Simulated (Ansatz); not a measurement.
CuN₃F₃H₉⁻ (relaxed from a model of fac-[CuF3(NH3)3]-, whose bonding it doesn't keep). Charge -1, multiplicity 2. Geometry B3LYP-D4/def2-SVPD, basis def2-TZVPD, Ansatz.

```
atom   x (Å)   y (Å)   z (Å)
 Cu1   0.573  -1.091  -0.920
  F2  -0.133   0.591  -1.646
  F3   2.418  -0.813  -0.910
  F4  -0.831  -2.292  -1.179
  N5   0.261  -0.791   1.194
  N6  -2.431  -0.145  -0.014
  N7   1.684   1.729   0.328
  H8   0.533  -1.512   1.853
  H9  -0.746  -0.609   1.250
 H10   0.771   0.079   1.376
 H11  -3.385   0.158  -0.190
 H12  -2.320  -1.086  -0.404
 H13  -1.805   0.416  -0.608
 H14   2.370   1.047  -0.012
 H15   2.102   2.653   0.263
 H16   0.941   1.666  -0.381
```

```
run  HOMO (eV)  LUMO (eV)
  A      -0.81      -0.21
  B      -3.21       1.66
  C      -1.12       0.17
  D      -0.71      -0.08
```

In the doublet geometry the species has come apart into loosely held pieces. No other spin state of charge -1 was run.

HOMO and LUMO are taken over both spins.

Task: The runs used PBE, PBE0, r2SCAN, revPBE. Estimate which is which.

Result: A PBE (0 % exact exchange); B PBE0 (25 % exact exchange); C r2SCAN (0 % exact exchange); D revPBE (0 % exact exchange). Exact exchange lowers occupied and raises empty levels; among semilocal functionals meta-GGAs tend to open the gap a little, and such runs are hard to tell apart. The gap grows from 0.59 eV (PBE) to 4.87 eV (PBE0).
